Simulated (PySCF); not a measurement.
C4H12Si2, SMILES CC[C@@H]1C[SiH2][SiH2]1. The structure is a stationary point at B3LYP-D3(BJ)/def2-SVP. The structure was generated by enumeration; whether it is a known compound was not checked. Other conformers were not sampled.

Computed equilibrium geometry at B3LYP-D3(BJ)/def2-SVP (PySCF confirms it by a frequency run) as Cartesian coordinates in Å (one conformer of several):
```xyz
18

C      3.0021     0.1889     0.5842
C      1.9508    -0.3447    -0.3904
C      0.5611     0.2709    -0.2020
C     -0.1162     0.0257     1.1879
Si    -1.9591     0.2438     0.6861
Si    -0.8991    -0.3072    -1.3264
H      2.7262    -0.0241     1.6293
H      3.9887    -0.2663     0.4015
H      3.1139     1.2819     0.4873
H      1.8733    -1.4422    -0.2855
H      2.2874    -0.1644    -1.4270
H      0.6323     1.3655    -0.3530
H      0.2729     0.6575     2.0022
H      0.0332    -1.0264     1.4918
H     -2.9602    -0.6233     1.3742
H     -2.4077     1.6658     0.7766
H     -0.8372    -1.7795    -1.5834
H     -1.0938     0.3992    -2.6278
```
Charge 0, spin multiplicity 1.
